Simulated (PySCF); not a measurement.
Ligand exchange on a metal centre used in film growth or etching (Zr Cl-H). Isolated molecules, 0 K electronic values unless said otherwise.

The numbers are results of B3LYP-D3(BJ)/def2-TZVP // r2SCAN-D4/def2-SVP run with PySCF, not measurements. All candidates: neutral, multiplicity 1. B3LYP has the VWN-RPA correlation part, as in Gaussian. 

```
Quantity          Value
-------------  --------
HOMO–LUMO gap   6.05 eV
dipole moment    0.18 D
LUMO           -2.95 eV
```

Problem. Name which member has these values.
A) [Zr(Cl)2(H)2]
B) [Zr(Cl)(H)3]
C) [Zr(Cl)3(H)]
D) [Zr(Cl)4]

Solution. C, [Zr(Cl)3(H)]. The others give [Zr(Cl)2(H)2]: 5.61 eV, 0.31 D, -3.05 eV; [Zr(Cl)4]: 6.48 eV, 0.00 D, -2.95 eV; [Zr(Cl)(H)3]: 5.64 eV, 0.72 D, -2.84 eV
